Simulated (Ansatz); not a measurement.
Gas-phase electronic energies from Ansatz, PBE0-D4/def2-TZVP geometries. CCSD(T)/CBS is the MP2 limit (def2-TZVPP, def2-QZVPP) plus CCSD(T) − MP2 in def2-TZVPP, frozen cores. Functionals use def2-TZVPP. B3LYP here is the variant with VWN-RPA as its local correlation; programs differ in this. For Ga outer-core shells are correlated without core-valence functions, which leaves a few kJ/mol of doubt a bond. Scalar relativity is left out up to krypton. Each species was taken in one conformer, which may not be the lowest.

Reaction (formal exchange of groups at the Si–O bond): `[OH][Ga]([OH])[O][SiH3]` + `FBC[SiH3]` → `FB([SiH3])C[SiH3]` + `[OH][Ga]([OH])[OH]`

**Question.** Is it downhill or uphill in electronic energy at CCSD(T)/CBS, and by how much? (Best estimate.)

**Answer.** The calculation gave: Uphill: ΔE = +1.28 eV.

**Question.** What do these levels give: r2SCAN-D4, PBE0-D4, B3LYP-D4, B2PLYP, r2SCAN, SCS-MP2/def2-TZVPP, CCSD(T)/def2-TZVPP, HF/def2-QZVPP, MP2/def2-QZVPP, HF/CBS(def2), MP2/CBS(def2), CCSD/CBS(def2)? (An estimate is asked.)

**Answer.** Computed: r2SCAN-D4 1.21, PBE0-D4 1.12, B3LYP-D4 1.26, B2PLYP 1.34, r2SCAN 1.22, SCS-MP2/def2-TZVPP 1.41, CCSD(T)/def2-TZVPP 1.29, HF/def2-QZVPP 1.64, MP2/def2-QZVPP 1.37, HF/CBS(def2) 1.64, MP2/CBS(def2) 1.36, CCSD/CBS(def2) 1.32 eV.

Largest T1 diagnostic among the species: 0.014.

From PBE to PBE0 (25 % exact exchange), in def2-TZVPP and without D4, ΔE moves by +0.11 eV. In def2-TZVPP, CCSD(T) changes the Hartree–Fock value by −0.33 eV (the triples alone add −0.04 eV) and MP2 by −0.25 eV.
